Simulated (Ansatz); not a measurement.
`C[O][In]([CH3])[Cl]` + HI → `[CH3][In]([Cl])[I]` + CH₃OH  (ligand exchange at the In–O bond)

Program: Ansatz. Geometries: PBE0-D4/def2-TZVP. ΔE: electronic, gas phase. CBS: MP2 limit from def2 TZ/QZ plus the TZ coupled-cluster correction, frozen cores. This one scheme is used for every species. Functionals use def2-TZVPP. B3LYP here is the variant with VWN-RPA as its local correlation; programs differ in this. def2 core potentials past Kr. For I, In outer-core shells are correlated without core-valence functions, which leaves a few kJ/mol of doubt a bond. Each species was taken in one conformer, which may not be the lowest.

(1) Is it downhill or uphill in electronic energy at CCSD(T)/CBS, and by how much? (An estimate is asked.)

(2) What do these levels give: B3LYP-D4, r2SCAN, PBE0, SCS-MP2/def2-TZVPP, CCSD(T)/def2-TZVPP, MP2/def2-QZVPP? (Estimate.)

Largest T1 diagnostic among the species: 0.014.

Results:

(1) Ansatz gave: Downhill: ΔE = -28.3 kcal/mol.

(2) Ansatz gave: B3LYP-D4 -27.6, r2SCAN -28.0, PBE0 -30.1, SCS-MP2/def2-TZVPP -27.7, CCSD(T)/def2-TZVPP -26.7, MP2/def2-QZVPP -29.4 kcal/mol.

In def2-TZVPP, CCSD(T) changes the Hartree–Fock value by +6.5 kcal/mol (the triples alone add +0.8 kcal/mol) and MP2 by +4.6 kcal/mol. From PBE to PBE0 (25 % exact exchange), in def2-TZVPP and without D4, ΔE moves by −2.8 kcal/mol.
